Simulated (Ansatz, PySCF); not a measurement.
This PySCF input computes a PBE0/def2-TZVPD energy:

```python
from pyscf import gto, scf, dft

mol = gto.M(
    atom='''
    Si   -0.00000000   -0.00000000   -1.14275119
    Cl    0.00000000    0.00000000    0.94108922
    ''',
    basis='def2-tzvpd',
    charge=0,
    spin=1,
    symmetry='C2v',
    verbose=4,
)

mf = dft.UKS(mol, xc='pbe0').density_fit(auxbasis='def2-universal-jkfit')
mf.grids.level = 3
mf.conv_tol = 1e-9
mf.max_cycle = 100
mf.max_memory = 1500
mf.kernel()
if not mf.converged:
    mf = mf.newton()
    mf.kernel(mf.make_rdm1())
mf.analyze()
```

Problem. Write an input for the same energy in Ansatz (a quantum-chemistry and plane-wave program) and say what it gives.

Solution. 
Ansatz 0.2 input:
```yaml
crystal:
  periodic: [false, false, false]
  atoms:
    - {symbol: Si, position_ang: [-0.00000000, -0.00000000, -1.14275119]}
    - {symbol: Cl, position_ang: [0.00000000, 0.00000000, 0.94108922]}
basis:
  gaussian:
    orbitals: def2-TZVPD
hamiltonian:
  xc: {name: PBE0}
magnetization: {spin_polarized: true, initial_magnetization: 1}
output: {forces: true}
```
It gives -749.41118 Eh, and PySCF -749.41121 Eh, a difference of 0.03 mEh, from the treatment of integrals and grids.
